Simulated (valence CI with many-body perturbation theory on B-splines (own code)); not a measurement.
E1 transitions of Ir⁵⁺

Level of theory: valence CI with perturbative core correlation (CI+MBPT): four valence electrons over a frozen Dirac-Fock core [Xe] 4f14, a basis of 7 s, 7 p, 8 d, 6 f, 4 g, 1 h functions for each j, with the one-electron correlation potential Σ1 (screened to all orders), the two-electron term Σ2, the three-electron term Σ3, Breit, model QED; selected single and double excitations, second order for the rest, scaled by the run's own slope (own B-spline code, finite nucleus).

No measured spectrum was set against this ion. As an estimate, terms of the open shell hold to 2 to 4 % of their energy, and close levels can change places; different configurations can be misplaced against each other by 1,000 to 8,000 cm⁻¹. The list stops below the first excitations out of the core.

Lines 251 to 300 of 600 in falling wavelength, among levels below 290280 cm⁻¹, chosen from the strongest by gf and those to the six lowest levels. Wavelengths and rates use the calculated energies, so an error of 2000 cm⁻¹ moves a line at 978.8 Å by 2 % and its rate by three times that or more. Electric multipoles are in the length gauge, E1 and E2 with the static RPA response of the core. Weak lines are less certain than strong ones. Lines between different terms over intervals too small for the method are left out, as are lines whose strength nearly cancels. Where a level lies close to another of its J and parity, the split of strength between their lines is uncertain. The highest levels of a list are the least certain.

Levels are named by their leading jj configuration (3d3/2^4 stands for four electrons in 3d with j = 3/2), which in mixed levels can hold well under half, so a name can repeat and another be missing. Letters in brackets count levels of one name in rising energy.

| λ vac (Å) | Upper | Lower | A (s⁻¹) | log gf | Branch % |
| --- | --- | --- | --- | --- | --- |
| 978.8 | (5d3/2 5d5/2^2 6p3/2) J=3 [f] | (5d3/2 5d5/2^2 6s) J=3 [c] | 6.18e+08 | -0.21 | 8.6 |
| 978.5 | (5d5/2^3 6p3/2) J=5 | (5d3/2 5d5/2^2 6s) J=5 [a] | 1.00e+09 | 0.20 | 13.4 |
| 975.8 | (5d3/2 5d5/2^2 6p3/2) J=4 [b] | (5d3/2 5d5/2^2 6s) J=3 [a] | 1.42e+09 | 0.26 | 27.7 |
| 975.4 | (5d3/2^2 5d5/2 6p3/2) J=3 [c] | (5d3/2^2 5d5/2 6s) J=2 [a] | 4.85e+08 | -0.31 | 7.9 |
| 974.0 | (5d3/2 5d5/2^2 6p3/2) J=1 [f] | (5d3/2 5d5/2^2 6s) J=2 [d] | 4.87e+08 | -0.68 | 5.8 |
| 973.9 | (5d3/2 5d5/2^2 6p3/2) J=4 [f] | (5d3/2 5d5/2^2 6s) J=3 [d] | 9.42e+08 | 0.08 | 14.0 |
| 973.7 | (5d3/2 5d5/2^2 6p1/2) J=2 [c] | (5d3/2^2 5d5/2 6s) J=1 [a] | 5.15e+08 | -0.44 | 7.1 |
| 973.5 | (5d3/2 5d5/2^2 6p3/2) J=4 [c] | (5d3/2^2 5d5/2 6s) J=5 [b] | 3.46e+08 | -0.35 | 5.2 |
| 973.4 | (5d3/2^2 5d5/2 6p3/2) J=2 [d] | (5d3/2^2 5d5/2 6s) J=3 [b] | 4.10e+08 | -0.54 | 4.0 |
| 973.3 | (5d3/2^3 6p3/2) J=1 | (5d3/2^3 6s) J=1 | 1.68e+09 | -0.14 | 17.9 |
| 973.1 | (5d3/2 5d5/2^2 6p3/2) J=2 [g] | (5d3/2 5d5/2^2 6s) J=3 [d] | 7.73e+08 | -0.26 | 9.7 |
| 972.9 | (5d5/2^3 6p3/2) J=2 [b] | (5d3/2 5d5/2^2 6s) J=2 [d] | 1.14e+09 | -0.09 | 16.0 |
| 972.9 | (5d3/2^2 5d5/2 6p3/2) J=4 [a] | (5d3/2^2 5d5/2 6s) J=3 [a] | 9.46e+08 | 0.08 | 12.3 |
| 972.6 | (5d3/2 5d5/2^2 6p3/2) J=4 [f] | (5d3/2 5d5/2^2 6s) J=5 [b] | 1.75e+08 | -0.65 | 2.6 |
| 971.8 | (5d3/2 5d5/2^2 6p3/2) J=2 [h] | (5d3/2 5d5/2^2 6s) J=3 [e] | 6.72e+08 | -0.32 | 7.8 |
| 971.1 | (5d3/2 5d5/2^2 6p3/2) J=2 [f] | (5d3/2 5d5/2^2 6s) J=3 [c] | 2.84e+08 | -0.70 | 4.6 |
| 971.0 | (5d3/2^2 5d5/2 6p3/2) J=1 [b] | (5d3/2^2 5d5/2 6s) J=1 [a] | 8.38e+08 | -0.45 | 9.0 |
| 969.4 | (5d3/2^2 5d5/2 6p3/2) J=4 [c] | (5d3/2^2 5d5/2 6s) J=5 [a] | 3.98e+08 | -0.30 | 5.2 |
| 969.0 | (5d3/2 5d5/2^2 6p3/2) J=3 [j] | (5d5/2^3 6s) J=3 | 5.33e+08 | -0.28 | 6.8 |
| 968.6 | (5d5/2^3 6p3/2) J=6 | (5d3/2 5d5/2^2 6s) J=5 [a] | 2.39e+08 | -0.36 | 4.0 |
| 968.6 | (5d3/2 5d5/2^2 6p3/2) J=4 [a] | (5d3/2^2 5d5/2 6s) J=4 [b] | 1.55e+08 | -0.71 | 2.2 |
| 966.3 | (5d3/2 5d5/2^2 6p3/2) J=1 [f] | (5d3/2 5d5/2^2 6s) J=1 [c] | 1.53e+09 | -0.19 | 18.3 |
| 965.7 | (5d3/2 5d5/2^2 6p3/2) J=4 [g] | (5d3/2 5d5/2^2 6s) J=4 [b] | 2.87e+08 | -0.44 | 3.7 |
| 962.8 | (5d3/2^2 5d5/2 6p3/2) J=3 [a] | (5d3/2^2 5d5/2 6s) J=3 [a] | 8.85e+08 | -0.06 | 9.6 |
| 959.8 | (5d3/2^3 6p3/2) J=2 | (5d3/2^3 6s) J=1 | 9.01e+08 | -0.21 | 10.8 |
| 959.6 | (5d3/2 5d5/2^2 6p1/2) J=2 [d] | (5d3/2^2 5d5/2 6s) J=1 [a] | 4.26e+08 | -0.53 | 4.6 |
| 959.5 | (5d3/2 5d5/2^2 6p3/2) J=5 [a] | (5d3/2^2 5d5/2 6s) J=4 [b] | 2.54e+08 | -0.41 | 4.2 |
| 958.9 | (5d3/2 5d5/2^2 6p1/2) J=5 [b] | (5d3/2^2 5d5/2 6s) J=4 [a] | 2.41e+08 | -0.44 | 3.5 |
| 958.6 | (5d3/2 5d5/2^2 6p3/2) J=5 [c] | (5d3/2 5d5/2^2 6s) J=4 [a] | 1.31e+08 | -0.70 | 1.2 |
| 958.4 | (5d3/2 5d5/2^2 6p3/2) J=1 [e] | (5d3/2 5d5/2^2 6s) J=2 [c] | 7.75e+08 | -0.49 | 10.6 |
| 958.3 | (5d3/2 5d5/2^2 6p3/2) J=3 [j] | (5d3/2 5d5/2^2 6s) J=2 [d] | 2.33e+08 | -0.65 | 3.0 |
| 958.1 | (5d3/2 5d5/2^2 6p3/2) J=3 [a] | (5d3/2 5d5/2^2 6s) J=3 [a] | 2.31e+08 | -0.65 | 2.2 |
| 957.9 | (5d3/2 5d5/2^2 6p3/2) J=3 [h] | (5d3/2 5d5/2^2 6s) J=4 [b] | 5.27e+08 | -0.29 | 6.0 |
| 956.2 | (5d3/2 5d5/2^2 6p3/2) J=4 [g] | (5d3/2 5d5/2^2 6s) J=5 [b] | 2.90e+08 | -0.45 | 3.7 |
| 955.9 | (5d3/2 5d5/2^2 6p3/2) J=2 [d] | (5d3/2 5d5/2^2 6s) J=2 [a] | 5.95e+08 | -0.39 | 6.8 |
| 953.7 | (5d3/2 5d5/2^2 6p3/2) J=0 [b] | (5d3/2 5d5/2^2 6s) J=1 [c] | 2.31e+09 | -0.50 | 33.4 |
| 953.3 | (5d3/2 5d5/2^2 6p3/2) J=3 [g] | (5d3/2 5d5/2^2 6s) J=3 [c] | 4.25e+08 | -0.39 | 7.9 |
| 950.6 | (5d3/2^2 5d5/2 6p3/2) J=4 [b] | (5d3/2^2 5d5/2 6s) J=4 [a] | 1.02e+09 | 0.09 | 10.8 |
| 950.3 | (5d3/2 5d5/2^2 6p3/2) J=4 [c] | (5d3/2 5d5/2^2 6s) J=3 [a] | 3.18e+08 | -0.41 | 4.8 |
| 949.8 | (5d3/2 5d5/2^2 6p3/2) J=3 [h] | (5d3/2 5d5/2^2 6s) J=3 [d] | 2.14e+08 | -0.69 | 2.4 |
| 949.1 | (5d3/2 5d5/2^2 6p3/2) J=1 [e] | (5d3/2^2 5d5/2 6s) J=2 [c] | 7.69e+08 | -0.51 | 10.5 |
| 948.1 | (5d5/2^3 6p1/2) J=2 [b] | (5d3/2^2 5d5/2 6s) J=2 [c] | 5.36e+08 | -0.44 | 6.2 |
| 946.9 | (5d3/2 5d5/2^2 6p1/2) J=3 [b] | (5d3/2^3 6s) J=2 | 3.66e+08 | -0.46 | 4.9 |
| 945.4 | (5d3/2^2 5d5/2 6p3/2) J=2 [a] | (5d3/2^2 5d5/2 6s) J=3 [a] | 5.27e+08 | -0.45 | 5.2 |
| 944.8 | (5d5/2^3 6p3/2) J=5 | (5d3/2 5d5/2^2 6s) J=6 | 3.70e+08 | -0.26 | 4.9 |
| 944.7 | (5d3/2^2 5d5/2 6p3/2) J=5 [b] | (5d3/2^2 5d5/2 6s) J=5 [a] | 6.64e+08 | -0.01 | 4.5 |
| 943.7 | (5d5/2^3 6p1/2) J=3 | (5d5/2^3 6s) J=4 | 6.58e+08 | -0.21 | 6.9 |
| 943.1 | (5d3/2 5d5/2^2 6p3/2) J=2 [b] | (5d3/2 5d5/2^2 6s) J=3 [a] | 5.69e+08 | -0.42 | 9.6 |
| 942.2 | (5d3/2^2 5d5/2 6p3/2) J=2 [d] | (5d3/2^2 5d5/2 6s) J=2 [b] | 3.51e+08 | -0.63 | 3.4 |
| 939.2 | (5d5/2^3 6p1/2) J=5 | (5d3/2^2 5d5/2 6s) J=5 [a] | 1.84e+08 | -0.57 | 4.9 |

Question: How does gf follow from A for the line at 959.5 Å?

Answer: gf = 1.4992 × (2J+1)_upper × A / σ², with σ = 104226 cm⁻¹ and 2J+1 = 11: gf = 0.386.
